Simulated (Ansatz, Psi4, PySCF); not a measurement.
System: CClF, net charge 0, singlet state. SMILES: F[C]Cl
Structure (B3LYP-D3(BJ)/def2-TZVP (Ansatz, an electronic-structure program) minimum search):
```
C
F 1 1.2975
Cl 1 1.7557 2 106.70
```
Charge 0, spin multiplicity 1.

Property: size of the dipole moment, in D. Terms: non-relativistic; 6-311+G** with 5d, 6d on Na to Ar in Ansatz; no spin-orbit coupling; 6-31G* and kin with 6d, 5d where marked; no dispersion term unless named. Ab initio and DFT rows: single points at B3LYP-D3(BJ) geometries (Ansatz).

```json
[
 {"level": "SVWN5/6-31G*", "program": "Ansatz", "size of the dipole moment (D)": "0.91"},
 {"level": "BLYP/6-31G*", "program": "Ansatz", "size of the dipole moment (D)": "0.86"},
 {"level": "BP86/6-31G* (5d)", "program": "PySCF", "size of the dipole moment (D)": "0.87"},
 {"level": "B3LYP/3-21G", "program": "Ansatz", "size of the dipole moment (D)": "0.82"},
 {"level": "B3LYP/6-31G*", "program": "Ansatz", "size of the dipole moment (D)": "0.76"},
 {"level": "B3LYP/def2-SVP", "program": "Ansatz", "size of the dipole moment (D)": "0.95"},
 {"level": "B3LYP/6-311+G**", "program": "Ansatz", "size of the dipole moment (D)": "0.78"},
 {"level": "wB97X-D/6-31G*", "program": "Psi4", "size of the dipole moment (D)": "0.73"},
 {"level": "B3PW91/6-31G* (5d)", "program": "PySCF", "size of the dipole moment (D)": "0.77"}
]
```

No value to compare with is used here. The 9 habitual levels span 0.73 (wB97X-D/6-31G*) to 0.95 D (B3LYP/def2-SVP).

The levels are drawn from those run, B3LYP/6-31G* more often than the rest, none by its result; runs whose electronic state is in doubt are left out.
